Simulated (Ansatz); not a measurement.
Geometry optimisation, RKS BLYP/def2-SVP in Ansatz 0.2.0.

The input (input.yaml):

```yaml
crystal:
  periodic: [false, false, false]
  atoms:
    - { symbol: B, position_ang: [0.068319, -0.346265, 0.151361] }
    - { symbol: O, position_ang: [-0.085633, -0.67613, 1.496037] }
    - { symbol: H, position_ang: [-1.015227, -0.70552, 1.791459] }
    - { symbol: Cl, position_ang: [1.750098, -0.414758, -0.472375] }
    - { symbol: O, position_ang: [-0.915242, -0.121882, -0.765164] }
    - { symbol: H, position_ang: [-1.807339, 0.014018, -0.396482] }
    - { symbol: S, position_ang: [0.230957, 2.541485, 1.276403] }
    - { symbol: H, position_ang: [1.365787, 2.258774, 0.57928] }
    - { symbol: H, position_ang: [0.39238, 1.411379, 2.058882] }
basis:
  gaussian: { orbitals: def2-SVP }
hamiltonian:
  xc: blyp
relax:
  f_tol: 0.03
  max_steps: 50
output:
  orbitals: {}
```

Command:

```bash
$ ansatz run input.yaml --threads 2 --pin off --max-ram 3072MiB --backend cpu --events-out ev --progress --plain --runs-dir out
```

Problem. Where does it end, and by what steps?

Solution. The forces met the threshold. The force dipped under the threshold on the way, but the program's further checks kept it going. After 16 steps the energy has fallen by 0.142 eV; H9 moved furthest, 0.85 Å.

```tsv
step	energy less start (eV)	largest force component (eV/Å)	accepted
0	0.0000	0.547	yes
1	-0.0905	0.433	yes
2	-0.1220	0.322	yes
3	-0.1273	0.206	yes
4	-0.1338	0.173	yes
5	-0.1354	0.152	yes
6	-0.1368	0.114	yes
7	-0.1382	0.160	yes
8	-0.1391	0.115	yes
9	-0.1398	0.119	yes
10	-0.1404	0.095	yes
11	-0.1410	0.055	yes
12	-0.1407	0.043	no
13	-0.1413	0.016	yes
14	-0.1414	0.008	yes
15	-0.1415	0.053	yes
16	-0.1416	0.010	yes
```

```xyz
9
Properties=species:S:1:pos:R:3
B 0.007 -0.522 0.054
O -0.177 -0.850 1.370
H -1.106 -0.834 1.668
Cl 1.707 -0.468 -0.519
O -0.954 -0.248 -0.878
H -1.868 -0.236 -0.536
S 0.404 2.873 1.452
H 1.236 2.189 0.616
H 0.734 2.057 2.493
```

Whether the end is a true minimum wasn't checked by a vibrational analysis.

Run time: 26 s on 2 threads of Arm Neoverse V2 (shared host), peak memory 0.15 GiB.
